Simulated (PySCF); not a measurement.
Cl₂HMoNS, SMILES [NH]=[Mo](=[S])([Cl])[Cl], multiplicity 1. Geometry: PBE-D3(BJ)/def2-SVP. The multiplicity is an assumed one; no other spin state was optimised. The structure was generated by enumeration; whether it is a known compound was not checked. The def2 effective core potentials stand for the cores of Mo; spin–orbit coupling is left out.

**Question.** Give the equilibrium geometry at PBE-D3(BJ)/def2-SVP (PySCF confirms it by a frequency run) as Cartesian coordinates in Å, and its point group. (An estimate is asked for; the answer gives what the named calculation found.)

**Answer.** point group Cs.
```xyz
6

Mo     0.1892     0.0277     0.0000
N      1.9106     0.1527     0.0000
H      2.7920     0.6837     0.0000
S     -0.5975     1.9997     0.0000
Cl    -0.4281    -1.0268     1.9197
Cl    -0.4281    -1.0268    -1.9197
```
